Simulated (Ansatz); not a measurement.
H2ISi (SMILES [SiH2]I) moved off its minimum; all values from Ansatz (a program for electronic structure), cores frozen in correlated methods. Open shells are unrestricted. Elements past Kr take the def2 small-core potentials, without spin–orbit coupling.
(charge 0, multiplicity 2)
```xyz
4

Si    -1.8465     0.2027     0.6483
I      0.6850    -0.1081    -0.0911
H     -2.5026     1.4025    -0.3158
H     -2.3815    -0.8958     0.0988
```

Forces at MP2/def2-TZVPPD (eV/Å):

```json
[
 {"atom": "Si1", "Fx": "2.049", "Fy": "4.161", "Fz": "-1.292"},
 {"atom": "I2", "Fx": "-1.579", "Fy": "0.313", "Fz": "0.616"},
 {"atom": "H3", "Fx": "1.023", "Fy": "-1.401", "Fz": "1.628"},
 {"atom": "H4", "Fx": "-1.492", "Fy": "-3.073", "Fz": "-0.952"}
]
```

Task: Give the forces (eV/Å), the total energy and the dipole at CCSD(T)/def2-TZVPPD.

Result: 
```tsv
atom	Fx	Fy	Fz
Si1	2.026	4.114	-1.036
I2	-1.439	0.289	0.565
H3	0.936	-1.276	1.491
H4	-1.523	-3.127	-1.021
```
Energy -587.0268 hartree, dipole 1.72 D.
